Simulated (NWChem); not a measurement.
# Total energies of 1,1,1,2-tetrafluoroethane (C2H2F4)

```xyz
8

F      1.0611    -1.6289     0.0000
C     -0.2105    -1.1548     0.0000
C     -0.1972     0.3586     0.0000
F      0.4164     0.8438     1.0759
F      0.4164     0.8438    -1.0759
F     -1.4562     0.8049     0.0000
H     -0.7469    -1.4971     0.8994
H     -0.7469    -1.4971    -0.8994
```
Charge 0, spin multiplicity 1.

All runs are NWChem calculations. All single points use one geometry, from PBE0/def2-SVP, a minimum by its harmonic frequencies.

Basis set: STO-3G (32 functions).

| method | total energy (Ha) |
|---|---|
| RHF | -468.12139 |
| MP2 | -468.27750 |
| B2PLYP | -469.44649 |
| PBE | -469.52134 |
| B3LYP | -469.97082 |
| CAM-B3LYP | -469.81747 |
| CCSD(T) | -468.32608 |

Total energies of different functionals aren't comparable as a measure of quality: only differences taken within one method are. 

The correlated methods keep 6 core orbitals frozen. B3LYP has NWChem's definition, with VWN1-RPA local correlation. Coupled-cluster values serve here as a point of comparison, not as the truth.
